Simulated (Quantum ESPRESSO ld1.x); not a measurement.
The numbers below are computed, except where a source is named.
Q: These are the eigenvalues of the occupied orbitals of an atom or ion with whole-number occupations (Ry). Code: ld1.x of Quantum ESPRESSO 7.5. Model: non-relativistic Kohn-Sham, LDA (Slater exchange, Perdew-Wang correlation), spin-polarised, spherical densities, point nucleus.

| orbital | eigenvalue |
|---|---|
| 1s up | -232.815 |
| 1s down | -232.769 |
| 2s up | -26.5864 |
| 2s down | -26.5363 |
| 2p up | -21.9181 |
| 2p down | -21.8568 |
| 3s up | -6.06603 |
| 3s down | -5.83026 |
| 3p up | -4.91370 |

Which element is it, and in what charge state? The configuration may be excited. Open shells, if any, are filled with parallel spins first.

A: Z = 18, argon, charge +4: Ar4+ in [Ne] 3s2 3p2. The list shows which subshells hold electrons but not how many an open one holds; the 1s level, -116.41 hartree, gives Z - s = 15.3 by -(Z - s)^2/2, which with screening narrows Z to a few neighbours, and the depths of the outer levels then fix element, charge and occupations together.
